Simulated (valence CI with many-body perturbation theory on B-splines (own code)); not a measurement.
E1 line list for Ho⁵²⁺

Level of theory: valence CI with perturbative core correlation (CI+MBPT): five valence electrons over a frozen Dirac-Fock core [Ne], a basis of 9 s, 9 p, 8 d, 6 f, 3 g, 1 h functions for each j, with the one-electron correlation potential Σ1 (screened to all orders), the two-electron term Σ2, the three-electron term Σ3, Breit, model QED; selected single and double excitations, second order for the rest (own B-spline code, finite nucleus).

The last digits are not significant, and no measured levels were compared; by estimate large intervals hold to a few tenths of a per cent, small ones and those within an open d or f shell to about a per cent. Among the levels kept, up to 600 cm⁻¹ of a level comes from second order outside the variational space, and about a tenth of that is noise between levels of different J, which matters for small intervals.

Lines 51 to 100 of 217 in falling wavelength, among levels below 683.67 eV, chosen from the strongest by gf and those to the six lowest levels. Wavelengths and rates use the calculated energies. Electric multipoles are in the length gauge, E1 and E2 with the static RPA response of the core. Weak lines are less certain than strong ones. Lines between different terms over intervals too small for the method are left out, as are lines whose strength nearly cancels. The highest levels of a list are the least certain.

Levels are named by their leading jj configuration (3d3/2^4 stands for four electrons in 3d with j = 3/2), which in mixed levels can hold well under half, so a name can repeat and another be missing. Letters in brackets count levels of one name in rising energy.

```csv
λ vac (Å),Upper,Lower,A (s⁻¹),S (a.u.) with core polarisation,S without
73.40,(3s 3p1/2^2 3p3/2 3d3/2) J=3/2 [b],(3s^2 3p1/2 3p3/2 3d3/2) J=3/2 [a],4.64e+09,3.63e-03,3.69e-03
73.27,(3s 3p1/2^2 3p3/2 3d5/2) J=7/2 [a],(3s^2 3p1/2 3p3/2 3d5/2) J=7/2 [a],3.00e+09,4.66e-03,4.74e-03
72.71,(3s 3p1/2^2 3p3/2 3d3/2) J=5/2 [a],(3s 3p1/2^2 3p3/2^2) J=3/2,5.82e+09,6.63e-03,6.74e-03
72.68,(3s 3p1/2 3p3/2^3) J=3/2 [b],(3s^2 3p3/2^3) J=3/2,1.78e+10,1.35e-02,1.37e-02
72.30,(3s 3p1/2^2 3p3/2 3d3/2) J=3/2 [b],(3s^2 3p1/2 3p3/2 3d3/2) J=5/2 [a],1.83e+10,1.37e-02,1.39e-02
72.18,(3s 3p1/2^2 3p3/2 3d3/2) J=3/2 [a],(3s 3p1/2^2 3p3/2^2) J=1/2,2.91e+09,2.16e-03,2.19e-03
71.97,(3s 3p1/2^2 3p3/2 3d3/2) J=5/2 [b],(3s^2 3p1/2 3p3/2 3d3/2) J=7/2,3.52e+10,3.89e-02,3.95e-02
71.87,(3s 3p1/2^2 3p3/2 3d3/2) J=3/2 [a],(3s 3p1/2^2 3p3/2^2) J=3/2,3.77e+09,2.76e-03,2.80e-03
71.72,(3s 3p1/2^2 3p3/2 3d5/2) J=7/2 [b],(3s^2 3p1/2 3p3/2 3d5/2) J=9/2,2.94e+10,4.27e-02,4.35e-02
71.49,(3s 3p1/2^2 3p3/2 3d3/2) J=1/2 [a],(3s 3p1/2^2 3p3/2^2) J=1/2,3.64e+09,1.31e-03,1.33e-03
70.42,(3s 3p1/2^2 3p3/2^2) J=3/2,(3s^2 3p1/2 3p3/2^2) J=3/2,1.16e+10,7.98e-03,8.11e-03
70.13,(3s 3p1/2^2 3p3/2^2) J=1/2,(3s^2 3p1/2 3p3/2^2) J=3/2,1.63e+08,5.55e-05,5.62e-05
70.13,(3s^2 3p1/2 3d3/2^2) J=5/2,(3s^2 3p1/2 3p3/2 3d3/2) J=5/2 [b],5.42e+09,5.54e-03,5.63e-03
69.54,(3s^2 3p1/2 3d3/2 3d5/2) J=5/2,(3s^2 3p1/2 3p3/2 3d5/2) J=3/2 [b],2.42e+09,2.41e-03,2.45e-03
69.42,(3s^2 3p1/2 3p3/2 3d3/2) J=3/2 [a],(3s^2 3p1/2 3p3/2^2) J=1/2,1.48e+09,9.78e-04,9.92e-04
69.38,(3s^2 3p1/2 3p3/2 3d3/2) J=1/2 [a],(3s^2 3p1/2 3p3/2^2) J=1/2,1.67e+09,5.50e-04,5.58e-04
68.79,(3s^2 3p3/2^3) J=3/2,(3s^2 3p1/2^2 3d5/2) J=5/2,2.47e+06,1.59e-06,1.61e-06
68.67,(3s 3p1/2^2 3p3/2 3d3/2) J=5/2 [b],(3s^2 3p1/2 3p3/2 3d3/2) J=3/2 [a],3.74e+09,3.59e-03,3.64e-03
68.01,(3s^2 3p1/2 3d3/2 3d5/2) J=7/2,(3s^2 3p1/2 3p3/2 3d5/2) J=5/2 [b],1.63e+09,2.02e-03,2.05e-03
67.96,(3s^2 3p1/2 3d3/2 3d5/2) J=7/2,(3s^2 3p1/2 3p3/2 3d5/2) J=7/2 [b],4.70e+09,5.82e-03,5.91e-03
67.37,(3s 3p1/2^2 3p3/2 3d3/2) J=1/2 [b],(3s^2 3p1/2 3p3/2 3d3/2) J=1/2 [a],6.00e+09,1.81e-03,1.84e-03
67.34,(3s 3p1/2^2 3p3/2 3d3/2) J=1/2 [b],(3s^2 3p1/2 3p3/2 3d3/2) J=3/2 [a],3.47e+10,1.05e-02,1.06e-02
67.24,(3s 3p1/2^2 3p3/2 3d5/2) J=7/2 [b],(3s^2 3p1/2 3p3/2 3d5/2) J=7/2 [a],1.39e+10,1.66e-02,1.69e-02
67.16,(3s 3p1/2^2 3p3/2 3d5/2) J=3/2 [b],(3s^2 3p1/2 3p3/2 3d5/2) J=5/2 [a],1.04e+10,6.20e-03,6.30e-03
66.71,(3s^2 3p1/2 3d3/2 3d5/2) J=5/2,(3s^2 3p1/2 3p3/2 3d5/2) J=7/2 [b],1.80e+09,1.58e-03,1.60e-03
66.32,(3s 3p1/2^2 3p3/2 3d5/2) J=5/2 [b],(3s^2 3p1/2 3p3/2 3d5/2) J=3/2 [a],5.67e+09,4.90e-03,4.98e-03
65.43,(3s^2 3p1/2 3p3/2 3d3/2) J=5/2 [a],(3s^2 3p1/2 3p3/2^2) J=5/2,4.07e+09,3.38e-03,3.43e-03
64.56,(3s^2 3p1/2 3p3/2 3d3/2) J=3/2 [a],(3s^2 3p1/2 3p3/2^2) J=5/2,1.06e+10,5.62e-03,5.71e-03
63.66,(3s 3p1/2^2 3p3/2 3d3/2) J=3/2 [b],(3s 3p1/2^2 3p3/2^2) J=1/2,3.53e+09,1.80e-03,1.83e-03
63.42,(3s 3p1/2^2 3p3/2 3d3/2) J=3/2 [b],(3s 3p1/2^2 3p3/2^2) J=3/2,9.46e+09,4.77e-03,4.84e-03
62.87,(3s 3p1/2^2 3p3/2 3d3/2) J=5/2 [a],(3s 3p1/2^2 3p3/2^2) J=5/2,5.96e+09,4.38e-03,4.45e-03
62.24,(3s 3p1/2^2 3p3/2 3d3/2) J=3/2 [a],(3s 3p1/2^2 3p3/2^2) J=5/2,1.29e+10,6.12e-03,6.22e-03
61.97,(3s^2 3p1/2 3p3/2 3d3/2) J=5/2 [a],(3s^2 3p1/2 3p3/2^2) J=3/2,4.54e+06,3.20e-06,3.20e-06
61.89,(3s^2 3p1/2 3p3/2 3d3/2) J=7/2,(3s^2 3p1/2 3p3/2^2) J=5/2,4.41e+08,4.12e-04,4.19e-04
61.40,(3s^2 3p1/2^2 3d3/2) J=3/2,(3s^2 3p1/2^2 3p3/2) J=3/2,8.77e+09,4.01e-03,4.06e-03
61.26,(3s^2 3p1/2 3d3/2 3d5/2) J=7/2,(3s^2 3p1/2 3p3/2 3d5/2) J=5/2 [a],3.01e+09,2.73e-03,2.77e-03
61.18,(3s^2 3p1/2 3p3/2 3d3/2) J=3/2 [a],(3s^2 3p1/2 3p3/2^2) J=3/2,7.86e+08,3.55e-04,3.59e-04
61.15,(3s^2 3p1/2 3p3/2 3d3/2) J=1/2 [a],(3s^2 3p1/2 3p3/2^2) J=3/2,3.21e+09,7.25e-04,7.35e-04
60.46,(3s^2 3p1/2 3d3/2^2) J=1/2,(3s^2 3p1/2 3p3/2 3d3/2) J=1/2 [b],1.12e+10,2.44e-03,2.48e-03
60.23,(3s 3p1/2^2 3p3/2 3d3/2) J=7/2,(3s 3p1/2^2 3p3/2^2) J=5/2,1.96e+09,1.69e-03,1.72e-03
58.84,(3s 3p1/2^2 3p3/2 3d3/2) J=1/2 [b],(3s 3p1/2^2 3p3/2^2) J=3/2,5.22e+09,1.05e-03,1.07e-03
58.77,(3s^2 3p1/2 3d3/2^2) J=5/2,(3s^2 3p1/2 3p3/2 3d3/2) J=3/2 [a],2.54e+09,1.53e-03,1.55e-03
58.06,(3s^2 3p1/2 3d3/2^2) J=5/2,(3s^2 3p1/2 3p3/2 3d3/2) J=5/2 [a],4.96e+09,2.88e-03,2.92e-03
57.55,(3s^2 3p1/2 3d3/2 3d5/2) J=7/2,(3s^2 3p1/2 3p3/2 3d5/2) J=7/2 [a],1.97e+09,1.48e-03,1.51e-03
57.13,(3s^2 3p1/2 3d3/2^2) J=3/2,(3s^2 3p1/2 3p3/2 3d3/2) J=5/2 [b],5.91e+09,2.17e-03,2.21e-03
56.13,(3s^2 3p1/2 3p3/2 3d3/2) J=3/2 [b],(3s^2 3p1/2 3p3/2^2) J=1/2,4.71e+08,1.64e-04,1.67e-04
56.12,(3s^2 3p1/2 3p3/2 3d3/2) J=1/2 [b],(3s^2 3p1/2 3p3/2^2) J=1/2,3.56e+08,6.22e-05,6.39e-05
55.80,(3s 3p1/2^2 3p3/2 3d3/2) J=3/2 [b],(3s 3p1/2^2 3p3/2^2) J=5/2,3.40e+09,1.17e-03,1.18e-03
55.05,(3s^2 3p1/2 3d3/2 3d5/2) J=5/2,(3s^2 3p1/2 3p3/2 3d3/2) J=3/2 [b],2.26e+09,1.12e-03,1.14e-03
54.81,(3s^2 3p1/2 3p3/2 3d3/2) J=5/2 [b],(3s^2 3p1/2 3p3/2^2) J=5/2,2.23e+09,1.09e-03,1.10e-03
```
